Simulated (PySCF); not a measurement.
PySCF input for I3In, SMILES [I][In+]([I])[I] (connectivity only; charge and spin as stated), charge +1, multiplicity 2, TDA-CAM-B3LYP/def2-SVPD. Coordinates come from a PBE-D3(BJ)/def2-SVP optimisation. The def2 effective core potentials stand for the cores of I, In; spin–orbit coupling is left out.

```python
import numpy as np
from pyscf import gto, scf, dft, tdscf

mol = gto.M(
    atom='''
    In    0.00000000    0.00000000    0.00000000
    I     2.69395535    0.00000000    0.00000000
    I    -1.34697768    2.33303377    0.00000000
    I    -1.34697768   -2.33303377    0.00000000
    ''',
    basis='def2-SVPD',
    ecp={'I': 'def2-svp', 'In': 'def2-svp'},
    charge=1,
    spin=1,
    max_memory=1600,
    verbose=4,
)
mf = dft.UKS(mol, xc='cam-b3lyp').density_fit(auxbasis='def2-universal-jkfit')
mf.grids.level = 3
mf.conv_tol = 1e-9
mf.max_cycle = 100
mf.kernel()
fine, coarse = mf.grids, dft.Grids(mol).set(level=1).build(with_non0tab=True)
for _ in range(3):  # follow internal instabilities
    mf.grids = coarse
    mo, _, stable, _ = mf.stability(return_status=True, nroots=4)
    mf.grids = fine
    if stable:
        break
    mf.kernel(mf.make_rdm1(mo, mf.mo_occ))
mf.grids = dft.Grids(mol).set(level=1).build(with_non0tab=True)  # coarser grid for the response kernel
td = tdscf.TDA(mf)
td.nstates = 10
td.conv_tol = 1e-4
td.positive_eig_threshold = 1e-6
td.kernel(x0=td.get_init_guess(mf, 15))
td.analyze(verbose=3)
```

Program output:

```
PySCF version 2.14.0

[INPUT] verbose = 4
[INPUT] num. atoms = 4
[INPUT] num. electrons = 95
[INPUT] charge = 1
[INPUT] spin (= nelec alpha-beta = 2S) = 1
[INPUT] symmetry False subgroup None
[INPUT] Mole.unit = angstrom
[INPUT] Symbol           X                Y                Z      unit          X                Y                Z       unit  Magmom
[INPUT]  1 In     0.000000000000   0.000000000000   0.000000000000 AA    0.000000000000   0.000000000000   0.000000000000 Bohr   0.0
[INPUT]  2 I      2.693955350000   0.000000000000   0.000000000000 AA    5.090837803307   0.000000000000   0.000000000000 Bohr   0.0
[INPUT]  3 I     -1.346977680000   2.333033770000   0.000000000000 AA   -2.545418911102   4.408794864662   0.000000000000 Bohr   0.0
[INPUT]  4 I     -1.346977680000  -2.333033770000   0.000000000000 AA   -2.545418911102  -4.408794864662   0.000000000000 Bohr   0.0

nuclear repulsion = 522.022475598037
number of shells = 51
number of NR pGTOs = 277
number of NR cGTOs = 137
basis = def2-SVPD
ecp = {'I': 'def2-svp', 'In': 'def2-svp'}


******** <class 'pyscf.df.df_jk.DFUKS'> ********
method = DFUKS
initial guess = minao
damping factor = 0
level_shift factor = 0
DIIS = <class 'pyscf.scf.diis.CDIIS'>
diis_start_cycle = 1
diis_space = 8
diis_damp = 0
SCF conv_tol = 1e-09
SCF conv_tol_grad = None
SCF max_cycles = 100
direct_scf = False
number electrons alpha = 48  beta = 47
XC library pyscf.dft.libxc version 7.1.2
    S. Lehtola, C. Steigemann, M. J. T. Oliveira, and M. A. L. Marques,  SoftwareX 7, 1–5 (2018)
XC functionals = cam-b3lyp
    T. Yanai, D. P. Tew, and N. C. Handy,  Chem. Phys. Lett. 393, 51 (2004)
radial grids:
    Treutler-Ahlrichs [JCP 102, 346 (1995); DOI:10.1063/1.469408] (M4) radial grids

becke partition: Becke, JCP 88, 2547 (1988); DOI:10.1063/1.454033
pruning grids: <function nwchem_prune>
grids dens level: 3
symmetrized grids: False
atomic radii adjust function: <function treutler_atomic_radii_adjust>
small_rho_cutoff = 0
Set gradient conv threshold to 3.16228e-05
tot grids = 87752
******** <class 'pyscf.df.df.DF'> ********
auxbasis = def2-universal-jkfit
Create RSH-DF object <pyscf.df.df.DF object> for omega=0.33
******** <class 'pyscf.df.df.DF'> ********
auxbasis = auxmol.basis = def2-universal-jkfit
init E= -965.423918522895
  alpha nocc = 48  HOMO = -1.87636188556385  LUMO = -1.76066713783043
  beta  nocc = 47  HOMO = -1.87766514593535  LUMO = -1.87636188556385

WARN: HOMO -1.87636188556385 >= LUMO -1.87636188556385

cycle= 1 E= -1079.84240473742  delta_E= -114  |g|= 3.27  |ddm|= 13.9
  alpha nocc = 48  HOMO = -0.266977859187832  LUMO = -0.0879018364534652
  beta  nocc = 47  HOMO = -0.237821459392566  LUMO = -0.170291067796407
  HOMO = -0.237821459393  LUMO = -0.170291067796  gap/eV = 1.83760
cycle= 2 E= -1082.12458228708  delta_E= -2.28  |g|= 1.73  |ddm|= 8.97
  alpha nocc = 48  HOMO = -0.528709419033807  LUMO = -0.283092230690198
  beta  nocc = 47  HOMO = -0.495580194381092  LUMO = -0.415146125244266
  HOMO = -0.495580194381  LUMO = -0.415146125244  gap/eV = 2.18872
cycle= 3 E= -1083.01683405014  delta_E= -0.892  |g|= 0.0997  |ddm|= 2.39
  alpha nocc = 48  HOMO = -0.506959864159346  LUMO = -0.258092127675145
  beta  nocc = 47  HOMO = -0.473681855556613  LUMO = -0.387689967662561
  HOMO = -0.473681855557  LUMO = -0.387689967663  gap/eV = 2.33996
cycle= 4 E= -1083.02111717987  delta_E= -0.00428  |g|= 0.0272  |ddm|= 0.26
  alpha nocc = 48  HOMO = -0.50919916724995  LUMO = -0.256531528420189
  beta  nocc = 47  HOMO = -0.47571919460209  LUMO = -0.389905021424287
  HOMO = -0.475719194602  LUMO = -0.389905021424  gap/eV = 2.33512
cycle= 5 E= -1083.02143963045  delta_E= -0.000322  |g|= 0.00861  |ddm|= 0.0548
  alpha nocc = 48  HOMO = -0.509990791334307  LUMO = -0.258324531330688
  beta  nocc = 47  HOMO = -0.476598586225322  LUMO = -0.390546039072094
  HOMO = -0.476598586225  LUMO = -0.390546039072  gap/eV = 2.34161
cycle= 6 E= -1083.02149195098  delta_E= -5.23e-05  |g|= 0.00199  |ddm|= 0.0145
  alpha nocc = 48  HOMO = -0.509872044529117  LUMO = -0.258032967468031
  beta  nocc = 47  HOMO = -0.476452304260538  LUMO = -0.39038093795197
  HOMO = -0.476452304261  LUMO = -0.390380937952  gap/eV = 2.34212
cycle= 7 E= -1083.02149594238  delta_E= -3.99e-06  |g|= 0.000352  |ddm|= 0.00471
  alpha nocc = 48  HOMO = -0.509798563025323  LUMO = -0.257953781979086
  beta  nocc = 47  HOMO = -0.476375583869614  LUMO = -0.390282933631741
  HOMO = -0.47637558387  LUMO = -0.390282933632  gap/eV = 2.34270
cycle= 8 E= -1083.02149616083  delta_E= -2.18e-07  |g|= 8.81e-05  |ddm|= 0.00132
  alpha nocc = 48  HOMO = -0.509804854605752  LUMO = -0.257952168636538
  beta  nocc = 47  HOMO = -0.476375051821272  LUMO = -0.39028086358271
  HOMO = -0.476375051821  LUMO = -0.390280863583  gap/eV = 2.34274
cycle= 9 E= -1083.02149616852  delta_E= -7.68e-09  |g|= 8.75e-05  |ddm|= 0.00036
  alpha nocc = 48  HOMO = -0.509813365320984  LUMO = -0.257953531174162
  beta  nocc = 47  HOMO = -0.476382124527696  LUMO = -0.390280494703786
  HOMO = -0.476382124528  LUMO = -0.390280494704  gap/eV = 2.34294
cycle= 10 E= -1083.02149617554  delta_E= -7.02e-09  |g|= 1.37e-05  |ddm|= 0.000188
  alpha nocc = 48  HOMO = -0.509815634932509  LUMO = -0.2579558020888
  beta  nocc = 47  HOMO = -0.476382681923488  LUMO = -0.390279546069059
  HOMO = -0.476382681923  LUMO = -0.390279546069  gap/eV = 2.34299
cycle= 11 E= -1083.02149617594  delta_E= -4.07e-10  |g|= 3.12e-06  |ddm|= 5.32e-05
  alpha nocc = 48  HOMO = -0.509815490621416  LUMO = -0.257955340650666
  beta  nocc = 47  HOMO = -0.476382375321521  LUMO = -0.39027944523779
  HOMO = -0.476382375322  LUMO = -0.390279445238  gap/eV = 2.34298
Extra cycle  E= -1083.02149617597  delta_E= -2.41e-11  |g|= 2.1e-06  |ddm|= 1.12e-05
converged SCF energy = -1083.02149617597  <S^2> = 0.75687537  2S+1 = 2.0068636
tot grids = 32168
uhf_internal: lowest eigs of H = [0.00068425 0.00068685 0.01354604 0.01358845]
<class 'pyscf.df.df_jk.DFUKS'> wavefunction is stable in the internal stability analysis
tot grids = 32168
Overwritten attributes  positive_eig_threshold  of <class 'pyscf.tdscf.uks.TDA'>


******** <class 'pyscf.tdscf.uks.TDA'> for <class 'pyscf.df.df_jk.DFUKS'> ********
nstates = 10
deg_eia_thresh = 1.000e-03
wfnsym = None
conv_tol = 0.0001
eigh lindep = 1e-12
eigh level_shift = 0
eigh max_cycle = 100


Excitation energies (eV)
[0.17747391 0.17749686 0.40840331 0.40843947 0.64597051 1.52368547
 1.52369701 2.85970152 2.859721   3.43885753]

** Excitation energies and oscillator strengths **
Excited State   1:      0.17747 eV   6986.05 nm  f=0.0000
Excited State   2:      0.17750 eV   6985.15 nm  f=0.0000
Excited State   3:      0.40840 eV   3035.83 nm  f=0.0333
Excited State   4:      0.40844 eV   3035.56 nm  f=0.0333
Excited State   5:      0.64597 eV   1919.35 nm  f=0.0000
Excited State   6:      1.52369 eV    813.71 nm  f=0.0305
Excited State   7:      1.52370 eV    813.71 nm  f=0.0305
Excited State   8:      2.85970 eV    433.56 nm  f=0.0118
Excited State   9:      2.85972 eV    433.55 nm  f=0.0118
Excited State  10:      3.43886 eV    360.54 nm  f=0.0000
```

The calculation finished and met its thresholds.
